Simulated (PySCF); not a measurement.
**Broadened absorption spectrum of C7H6O3**

C7H6O3.
SMILES: `C=C(C(=O)O)c1ccco1`

Theory: PySCF, TDDFT PBE0/def2-SVPD, vertical, gas phase, core orbitals frozen in the response. Isolated species at its GFN2-xTB geometry (one conformer only). Torsions of this conformer, `[CH2:1]=[C:2]([C:3](=[O:4])[OH:5])[c:6]1[cH:7][cH:8][cH:9][o:10]1`: C1–C2–C3–O4 0°, C1–C2–C6–C7 180°, H–O5–C3–C2 180°.

Broadening: Gaussians 0.25 eV wide at half height, area fixed by f = 4.319×10⁻⁹ ∫ε dν̃. The cross-section is σ = 3.8235×10⁻²¹ ε cm², given in Mb (10⁻¹⁸ cm²). The width is an assumption, not a result. The curve ends short of the highest state used, and states not computed would add to its high-energy end.

E (eV), σ (Mb) and a bar:
```
     3.69       0.15 
     3.75       0.94 
     3.81       4.20 #
     3.86      11.50 ####
     3.92      28.74 #########
     3.98      52.19 ################
     4.04      68.88 #####################
     4.10      66.04 #####################
     4.16      46.01 ##############
     4.22      23.29 #######
     4.28       8.56 ###
     4.34       2.29 #
     4.39       0.60 
     4.45       0.09 
     4.51       0.01 
     4.57       0.00 
     4.63       0.00 
     4.69       0.00 
     4.75       0.00 
     4.81       0.00 
     4.87       0.00 
     4.93       0.00 
     4.98       0.00 
     5.04       0.00 
     5.10       0.00 
     5.16       0.00 
     5.22       0.03 
     5.28       0.22 
     5.34       1.26 
     5.40       5.38 ##
     5.46      17.26 #####
     5.51      36.54 ###########
     5.57      68.42 #####################
     5.63      94.63 ##############################
     5.69      96.22 ##############################
     5.75      71.72 ######################
```

Question: Locate the maxima and give the states behind the curve.

Answer: 305 nm (4.06 eV), ε about 18000, made up of S1 (100%); 219 nm (5.66 eV), ε about 26000, made up of S4 (94%) (ε in L mol⁻¹ cm⁻¹; maxima over ε = 5, shares over 10%). The states used: S1 4.06 eV (f 0.171); S2 4.89 eV (f 0.0000); S3 5.59 eV (f 0.018); S4 5.67 eV (f 0.227); S5 5.94 eV (f 0.0010); S6 6.35 eV (f 0.014).

Question: Coming from long wavelengths, where does ε first pass 100 L mol⁻¹ cm⁻¹?

Answer: At about 333 nm (3.72 eV), 0.34 eV below S1.

Question: On this curve, what absorbance would a 10⁻³ mol/L sample give at 308 nm over a 1 cm path?

Answer: 308 nm is 4.025 eV, where ε is about 17000 L mol⁻¹ cm⁻¹, so A = ε c l ≈ 17 (Beer–Lambert, with the gas-phase spectrum and the assumed width).

Question: What would ε be at 5.66 eV, the highest of these maxima, with half the width (0.125 eV)?

Answer: About 50000 L mol⁻¹ cm⁻¹ against 26000, a factor of about 1.9; a lone state at its own centre would give exactly 2.

Time: 97 s (with the writing of density and orbital grids); peak memory 1.0 GiB. Hardware: an Arm Neoverse N1 with one thread, on a shared host.
